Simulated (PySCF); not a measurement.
# Ionisation energy of Os⁺ by level of theory

Os⁺ [Xe] 4f14 5d6 6s1 (6D) → Os²⁺ [Xe] 4f14 5d6 (5D), as a difference of total energies. Computed with PySCF 2.14 in def2-TZVPPD with the def2 core potential (60 electrons) (6s5p3d2f1g, 59 functions), with a scalar-relativistic core potential. Correlated levels: valence and next inner shell: nothing frozen outside the core potential. The calculations carry no spin-orbit coupling.

```csv
method,ionisation energy (eV)
UHF,16.004
MP2 (valence and next inner shell),17.166
SCS-MP2 (valence and next inner shell),16.801
CCSD (valence and next inner shell),16.952
CCSD(T) (valence and next inner shell),16.987
```

Problem. How much does correlation contribute at CCSD(T) (valence and next inner shell)?

Solution. 16.987 − (16.004) = 0.983 eV, measured against UHF.

The reference lies between the lowest fine-structure levels, while these numbers refer to the centres of the terms.

Errors of the correlated levels include the incompleteness of this basis.

For comparison: 17 ± 1 eV (semi-empirical (NIST evaluation); NIST Atomic Spectra Database, ionization energies).
